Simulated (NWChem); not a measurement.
All runs are NWChem calculations. System: Cl2Ge, charge 1, spin multiplicity 2, at the geometry of a parent with another charge or spin, in a state set for the comparison that need not be this species' ground state. Its SCF solution wasn't tested for a lower state. Level: UPBE0/cc-pVTZ.

Input file:

```
start mol
memory heap 200 mb stack 900 mb global 1100 mb
charge 1
geometry units angstroms nocenter noautoz
  Ge     0.000000     0.000000    -0.723300
  Cl    -1.708867     0.000000     0.680753
  Cl     1.708867     0.000000     0.680753
  symmetry group C2v
end
basis spherical
  * library cc-pvtz
end
dft
  xc pbe0
  odft
  mult 2
  semidirect memsize 60000000 filesize 0
  iterations 100
end
task dft energy
```

NWChem printed:

```
             Northwest Computational Chemistry Package (NWChem) 7.3.0
             --------------------------------------------------------

                                NWChem Input Module
                                -------------------

 Scaling coordinates for geometry "geometry" by  1.889725989
 (inverse scale =  0.529177249)

 Turning off AUTOSYM since
 SYMMETRY directive was detected!

                             Geometry "geometry" -> ""
                             -------------------------

 Output coordinates in angstroms (scale by  1.889725989 to convert to a.u.)

  No.       Tag          Charge          X              Y              Z
 ---- ---------------- ---------- -------------- -------------- --------------
    1 Ge                  32.0000     0.00000000     0.00000000    -0.72330000
    2 Cl                  17.0000    -1.70886700     0.00000000     0.68075300
    3 Cl                  17.0000     1.70886700     0.00000000     0.68075300

 Effective nuclear repulsion energy (a.u.)     305.0651408432

            Nuclear Dipole moment (a.u.)
            ----------------------------
        X                 Y               Z
 ---------------- ---------------- ----------------
     0.0000000000     0.0000000000     0.0000037795

      Symmetry information
      --------------------

 Group name             C2v
 Group number             16
 Group order               4
 No. of unique centers     2

      Symmetry unique atoms

     1    2


 Summary of "ao basis" -> "" (spherical)
 ------------------------------------------------------------------------------
       Tag                 Description            Shells   Functions and Types
 ---------------- ------------------------------  ------  ---------------------
 *                          cc-pvtz                   on all atoms

                                 NWChem DFT Module
                                 -----------------

 Summary of "ao basis" -> "ao basis" (spherical)
 ------------------------------------------------------------------------------
       Tag                 Description            Shells   Functions and Types
[...]
    beta     11     12     13     14     15     16     17     19     18     20
 overlap   0.949  1.000  1.000  0.949  0.949  1.000  1.000  1.000  1.000  0.993

   alpha     21     22     23     24     25     26     27     28     29     30
    beta     22     21     23     24     25     26     27     28     29     30
 overlap   1.000  1.000  1.000  0.993  1.000  1.000  0.995  0.987  0.988  1.000

   alpha     31     32     33     34     35     36     37     38     39     40
    beta     31     33     32     34     35     36     37     38     39     40
 overlap   1.000  0.991  0.988  0.999  0.997  0.996  0.997  1.000  0.995  0.993

   alpha     41     42     43     44     45     46     47     48     49     50
    beta     41     43     42     44     45     46     47     48     49     50
 overlap   1.000  0.992  0.992  0.996  0.999  0.969  0.969  0.999  0.964  0.992

   alpha     51     52     53     54     55     56     57     58     59     60
    beta     51     52     53     54     55     56     57     58     59     60
 overlap   0.965  0.992  0.999  0.999  0.992  0.990  0.999  0.999  0.998  0.998

   alpha     61     62     63     64     65     66     67     68     69     70
    beta     61     62     63     64     65     66     67     68     69     70
 overlap   0.998  1.000  0.996  0.998  0.996  0.999  1.000  1.000  0.997  0.994

   alpha     71     72     73     74     75     76     77     78     79     80
    beta     71     72     73     74     75     76     77     78     79     81
 overlap   0.998  0.981  1.000  0.998  0.980  1.000  1.000  1.000  0.979  0.996

   alpha     81     82     83     84     85     86     87     88     89     90
    beta     80     82     83     84     85     86     87     88     89     90
 overlap   0.998  0.978  0.989  0.997  0.972  0.995  0.996  0.983  0.997  0.818

   alpha     91     92     93     94     95     96     97     98     99    100
    beta     94     92     91     93     95     96     97     98     99    100
 overlap   0.922  0.995  0.787  0.819  0.786  0.922  0.995  0.994  1.000  1.000

   alpha    101    102    103    104    105    106    107    108    109    110
    beta    101    102    103    104    105    106    107    108    109    110
 overlap   0.994  0.999  0.998  1.000  0.999  1.000  1.000  1.000  1.000  1.000

   alpha    111
    beta    111
 overlap   1.000

     --------------------------
     Expectation value of S2:
     --------------------------
      <S2> =      0.7603 (Exact =     0.7500)

 center of mass
 --------------
 x =   0.00000000 y =   0.00000000 z =  -0.07694239

 moments of inertia (a.u.)
 ------------------
         252.994041883176           0.000000000000           0.000000000000
           0.000000000000         982.326503277895           0.000000000000
           0.000000000000           0.000000000000         729.332461394719

     Multipole analysis of the density
     ---------------------------------

     L   x y z        total         alpha         beta         nuclear
     -   - - -        -----         -----         ----         -------
     0   0 0 0      1.000000    -33.000000    -32.000000     66.000000

     1   1 0 0      0.000000      0.000000      0.000000      0.000000
     1   0 1 0      0.000000      0.000000     -0.000000      0.000000
     1   0 0 1     -0.902556     -0.270541     -0.632019      0.000004

     2   2 0 0    -23.938642   -192.884684   -185.616714    354.562756
     2   1 1 0     -0.000000      0.000000     -0.000000      0.000000
     2   1 0 1     -0.000000     -0.000000     -0.000000      0.000000
     2   0 2 0    -27.087760    -14.026912    -13.060848      0.000000
     2   0 1 1     -0.000000     -0.000000      0.000000      0.000000
     2   0 0 2    -23.455944    -72.969326    -66.537818    116.051200

 Task  times  cpu:       20.9s     wall:       20.9s

 Total times  cpu:       21.0s     wall:       21.0s
```
